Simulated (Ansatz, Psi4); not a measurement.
The Ansatz (a program for electronic structure) input:
Ansatz 0.2 input:
```yaml
crystal:
  periodic: [false, false, false]
  atoms:
    - {symbol: Cs, position_ang: [-0.00000000, -0.00000000, -0.32413647]}
    - {symbol: F, position_ang: [0.00000000, 0.00000000, 1.98083399]}
basis:
  gaussian:
    orbitals: def2-SVPD
hamiltonian:
  xc: b3lyp5
accuracy: high
```

Problem. Convert this to an input for Psi4.

Solution. This is not unique; one that fits is 
```
memory 2 GB

molecule mol {
0 1
Cs   -0.000000   -0.000000   -0.324136
F     0.000000    0.000000    1.980834
}

set {
  basis def2-svpd
  reference rks
  scf_type pk
  puream true
  d_convergence 1e-8
  dft_radial_points 99
  dft_spherical_points 590
}

energy('b3lyp5')
print_variables()
```

Both were run: Ansatz gave -119.918419 Eh and Psi4 -119.918420 Eh, 0.001 mEh apart.
